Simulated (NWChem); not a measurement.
Program: NWChem. System: ditellurium (Te$_{2}$), charge 0, spin multiplicity 3, at a geometry optimised with UPBE0/def2-SVP with def2 effective core potentials on Te. Its SCF solution wasn't tested for a lower state. Level: UHF/def2-SVP with def2 effective core potentials on Te.

The NWChem input:

```
start mol
memory heap 200 mb stack 900 mb global 1100 mb
geometry units angstroms nocenter noautoz
  Te     0.000000     0.000000     1.281805
  Te     0.000000     0.000000    -1.281805
  symmetry group D2h
end
basis spherical
  * library def2-svp
end
ecp
  Te library def2-ecp
end
scf
  uhf
  nopen 2
  maxiter 100
  thresh 1e-7
  semidirect memsize 60000000 filesize 0
  # guess.movecs holds the orbitals of an unrestricted PBE0 run
  vectors input guess.movecs output mol.movecs
end
task scf energy
```

Output (cleaned and shortened):

```
             Northwest Computational Chemistry Package (NWChem) 7.3.0
             --------------------------------------------------------

                                NWChem Input Module
                                -------------------

 Scaling coordinates for geometry "geometry" by  1.889725989
 (inverse scale =  0.529177249)

 Turning off AUTOSYM since
 SYMMETRY directive was detected!

                             Geometry "geometry" -> ""
                             -------------------------

 Output coordinates in angstroms (scale by  1.889725989 to convert to a.u.)

  No.       Tag          Charge          X              Y              Z
 ---- ---------------- ---------- -------------- -------------- --------------
    1 Te                  52.0000     0.00000000     0.00000000     1.28180500
    2 Te                  52.0000     0.00000000     0.00000000    -1.28180500

 Effective nuclear repulsion energy (a.u.)     558.1563815460

            Nuclear Dipole moment (a.u.)
            ----------------------------
        X                 Y               Z
 ---------------- ---------------- ----------------
     0.0000000000     0.0000000000     0.0000000000

      Symmetry information
      --------------------

 Group name             D2h
 Group number             26
 Group order               8
 No. of unique centers     1

      Symmetry unique atoms

     1


 Summary of "ao basis" -> "" (spherical)
 ------------------------------------------------------------------------------
       Tag                 Description            Shells   Functions and Types
 ---------------- ------------------------------  ------  ---------------------
 *                          def2-svp                  on all atoms

 Summary of "ao basis" -> "ao basis" (spherical)
 ------------------------------------------------------------------------------
       Tag                 Description            Shells   Functions and Types
 ---------------- ------------------------------  ------  ---------------------
 Te                         def2-svp                10       26   4s4p2d

                                 NWChem SCF Module
                                 -----------------

  ao basis        = "ao basis"
  functions       =    52
  atoms           =     2
  alpha electrons =    25
  beta  electrons =    23
  charge          =   0.00
  wavefunction    = UHF
  use symmetry    = T
  symmetry adapt  = T

 Summary of "ao basis" -> "ao basis" (spherical)
 ------------------------------------------------------------------------------
       Tag                 Description            Shells   Functions and Types
 ---------------- ------------------------------  ------  ---------------------
 Te                         def2-svp                10       26   4s4p2d

      Symmetry analysis of basis
      --------------------------

        ag         12
        au          2
        b1g         2
        b1u        12
        b2g         6
        b2u         6
        b3g         6
        b3u         6

 Forming initial guess at       0.1s

   Symmetry analysis of molecular orbitals - initial alpha
   -------------------------------------------------------

  Numbering of irreducible representations:

     1 ag          2 au          3 b1g         4 b1u         5 b2g
     6 b2u         7 b3g         8 b3u

  Orbital symmetries:

     1 ag          2 b1u         3 ag          4 b1u         5 b2u
     6 b3u         7 b3g         8 b2g         9 ag         10 b2u
[...]
  ----- ------------  ---------------      ----- ------------  ---------------
     3      0.995694  1 Te s                 29      0.995694  2 Te s
     4     -0.897385  1 Te s                 30     -0.897385  2 Te s
    16     -0.673250  1 Te pz                42      0.673250  2 Te pz
    13      0.616980  1 Te pz                39     -0.616980  2 Te pz
    24     -0.254706  1 Te d  0              50     -0.254706  2 Te d  0

                     UHF Final Beta Molecular Orbital Analysis
                     -----------------------------------------

 Vector   21  Occ=1.000000D+00  E=-3.942027D-01  Symmetry=ag
              MO Center=  8.1D-16,  8.0D-16,  1.2D-15, r^2= 4.4D+00
   Bfn.  Coefficient  Atom+Function         Bfn.  Coefficient  Atom+Function
  ----- ------------  ---------------      ----- ------------  ---------------
    13      0.423389  1 Te pz                39     -0.423389  2 Te pz
    16      0.286355  1 Te pz                42     -0.286355  2 Te pz
     3      0.188501  1 Te s                 29      0.188501  2 Te s
     4      0.169925  1 Te s                 30      0.169925  2 Te s
    10     -0.167731  1 Te pz                36      0.167731  2 Te pz

 Vector   22  Occ=1.000000D+00  E=-3.154294D-01  Symmetry=b3u
              MO Center=  2.2D-16,  2.2D-18, -7.1D-17, r^2= 3.5D+00
   Bfn.  Coefficient  Atom+Function         Bfn.  Coefficient  Atom+Function
  ----- ------------  ---------------      ----- ------------  ---------------
    14      0.375191  1 Te px                40      0.375191  2 Te px
    11      0.351247  1 Te px                37      0.351247  2 Te px

 Vector   23  Occ=1.000000D+00  E=-3.154294D-01  Symmetry=b2u
              MO Center=  7.3D-20,  1.8D-16, -2.2D-18, r^2= 3.5D+00
   Bfn.  Coefficient  Atom+Function         Bfn.  Coefficient  Atom+Function
  ----- ------------  ---------------      ----- ------------  ---------------
    15      0.375191  1 Te py                41      0.375191  2 Te py
    12      0.351247  1 Te py                38      0.351247  2 Te py

 Vector   24  Occ=0.000000D+00  E=-2.590616D-02  Symmetry=b3g
              MO Center=  6.4D-20, -7.0D-14,  4.3D-18, r^2= 4.7D+00
   Bfn.  Coefficient  Atom+Function         Bfn.  Coefficient  Atom+Function
  ----- ------------  ---------------      ----- ------------  ---------------
    15      0.554354  1 Te py                41     -0.554354  2 Te py
    12      0.353557  1 Te py                38     -0.353557  2 Te py
     9     -0.154389  1 Te py                35      0.154389  2 Te py

 Vector   25  Occ=0.000000D+00  E=-2.590616D-02  Symmetry=b2g
              MO Center=  7.1D-14, -2.4D-20,  1.6D-16, r^2= 4.7D+00
   Bfn.  Coefficient  Atom+Function         Bfn.  Coefficient  Atom+Function
  ----- ------------  ---------------      ----- ------------  ---------------
    14      0.554354  1 Te px                40     -0.554354  2 Te px
    11      0.353557  1 Te px                37     -0.353557  2 Te px
     8     -0.154389  1 Te px                34      0.154389  2 Te px

 Vector   26  Occ=0.000000D+00  E= 7.491557D-02  Symmetry=b1u
              MO Center= -4.9D-14,  5.0D-14,  6.2D-16, r^2= 5.9D+00
   Bfn.  Coefficient  Atom+Function         Bfn.  Coefficient  Atom+Function
  ----- ------------  ---------------      ----- ------------  ---------------
    16      1.004377  1 Te pz                42      1.004377  2 Te pz
     4     -0.585647  1 Te s                 30      0.585647  2 Te s
    13      0.296991  1 Te pz                39      0.296991  2 Te pz
     3     -0.234895  1 Te s                 29      0.234895  2 Te s

 center of mass
 --------------
 x =   0.00000000 y =   0.00000000 z =   0.00000000

 moments of inertia (a.u.)
 ------------------
        1524.414743581762           0.000000000000           0.000000000000
           0.000000000000        1524.414743581762           0.000000000000
           0.000000000000           0.000000000000           0.000000000000

  Mulliken analysis of the total density
  --------------------------------------

    Atom       Charge   Shell Charges
 -----------   ------   -------------------------------------------------------
    1 Te  24    24.00   1.77  0.27  1.23  0.66  2.89  3.15  2.01  1.94  9.85  0.23
    2 Te  24    24.00   1.77  0.27  1.23  0.66  2.89  3.15  2.01  1.94  9.85  0.23

  Mulliken analysis of the alpha density
  --------------------------------------

    Atom       Charge   Shell Charges
 -----------   ------   -------------------------------------------------------
    1 Te  24    12.50   0.88  0.14  0.62  0.33  1.42  1.60  1.31  1.16  4.92  0.11
    2 Te  24    12.50   0.88  0.14  0.62  0.33  1.42  1.60  1.31  1.16  4.92  0.11

   Mulliken analysis of the beta density
   -------------------------------------

    Atom       Charge   Shell Charges
 -----------   ------   -------------------------------------------------------
    1 Te  24    11.50   0.88  0.14  0.61  0.33  1.46  1.55  0.69  0.78  4.93  0.12
    2 Te  24    11.50   0.88  0.14  0.61  0.33  1.46  1.55  0.69  0.78  4.93  0.12

   Mulliken analysis of the spin density
   -------------------------------------

    Atom       Charge   Shell Charges
 -----------   ------   -------------------------------------------------------
    1 Te  24     1.00  -0.00  0.00  0.01  0.00 -0.04  0.05  0.62  0.38 -0.01 -0.00
    2 Te  24     1.00  -0.00  0.00  0.01  0.00 -0.04  0.05  0.62  0.38 -0.01 -0.00

       Multipole analysis of the density wrt the origin
       ------------------------------------------------

     L   x y z        total         alpha         beta         nuclear
     -   - - -        -----         -----         ----         -------
     0   0 0 0      0.000000    -25.000000    -23.000000     48.000000

     1   1 0 0      0.000000      0.000000      0.000000      0.000000
     1   0 1 0     -0.000000     -0.000000     -0.000000      0.000000
     1   0 0 1      0.000000      0.000000      0.000000      0.000000

     2   2 0 0    -40.548987    -23.215821    -17.333166      0.000000
     2   1 1 0      0.000000      0.000000      0.000000      0.000000
     2   1 0 1      0.000000      0.000000     -0.000000      0.000000
     2   0 2 0    -40.548987    -23.215821    -17.333166      0.000000
     2   0 1 1     -0.000000     -0.000000      0.000000      0.000000
     2   0 0 2    -36.598182   -168.391352   -149.839369    281.632540

 Task  times  cpu:        0.6s     wall:        0.6s

 Total times  cpu:        0.6s     wall:        0.6s
```
